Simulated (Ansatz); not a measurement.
Potential energy curve for B(Br)3, SMILES BrB(Br)Br (BBr3). The B1–Br4 bond (B1 also carries Br, Br; Br4 carries nothing else) is stretched with both fragments frozen at the PBE0/def2-TZVP optimised geometry.

Methods: RKS-PBE = Ansatz (a first-principles code) with restricted PBE/cc-pVDZ; UKS-PBE = unrestricted PBE/cc-pVDZ run with Ansatz; UKS-PBE0 = unrestricted PBE0/cc-pVDZ (Ansatz); UCCSD(T) = CCSD(T) on UHF/cc-pVDZ, cores with 3d frozen in Ansatz.

Energies relative to the lowest point of each curve near equilibrium, in mEh; the last columns give the difference from UCCSD(T):

```csv
R / Å,RKS-PBE,UKS-PBE,UKS-PBE0,UCCSD(T),RKS-PBE − UCCSD(T),UKS-PBE − UCCSD(T),UKS-PBE0 − UCCSD(T)
1.56,80.3,80.3,77.1,86.3,-6.0,-6.0,-9.2
1.65,38.2,38.2,35.7,41.4,-3.2,-3.2,-5.8
1.76,10.9,10.9,9.4,12.1,-1.1,-1.1,-2.7
1.86,1.2,1.2,0.7,1.4,-0.2,-0.2,-0.6
1.90,0.0,0.0,0.0,0.0,0.0,0.0,0.0
1.96,0.4,0.4,1.1,0.3,0.1,0.1,0.8
2.01,2.3,2.3,3.6,2.2,0.0,0.0,1.4
2.13,10.7,10.7,13.5,11.1,-0.4,-0.4,2.4
2.27,24.5,24.5,29.2,25.9,-1.4,-1.4,3.2
2.53,53.4,53.4,61.3,56.9,-3.5,-3.5,4.4
2.77,78.6,78.6,89.2,85.2,-6.6,-6.6,4.0
3.09,106.5,106.5,120.2,116.8,-10.3,-10.3,3.3
3.50,132.5,131.6,141.7,140.9,-8.3,-9.2,0.9
3.97,151.8,145.0,152.8,149.2,2.6,-4.2,3.6
4.64,166.7,152.9,158.9,151.9,14.9,1.0,7.1
5.55,175.1,156.5,161.1,152.7,22.4,3.8,8.4
```

RKS-PBE is furthest from UCCSD(T) at 5.55 (22.4 mEh, above); its mean absolute difference over the points is 5.1 mEh.

UKS-PBE is furthest from UCCSD(T) at 3.09 (-10.3 mEh, below); its mean absolute difference over the points is 3.2 mEh.

UKS-PBE0 is furthest from UCCSD(T) at 1.56 (-9.2 mEh, below); its mean absolute difference over the points is 3.6 mEh.

The restricted form behind RKS-PBE keeps the bonding electrons paired and can't separate into open-shell fragments. The unrestricted determinant behind UKS-PBE is spin-contaminated at 3.50 to 5.55 Å (<S²> up to 0.8, against 0.00 for a pure singlet). The unrestricted determinant behind UKS-PBE0 is spin-contaminated at 3.09 to 5.55 Å (<S²> up to 1.0, against 0.00 for a pure singlet). The unrestricted determinant behind UCCSD(T) is spin-contaminated at 2.77 to 5.55 Å (<S²> up to 1.0, against 0.00 for a pure singlet).
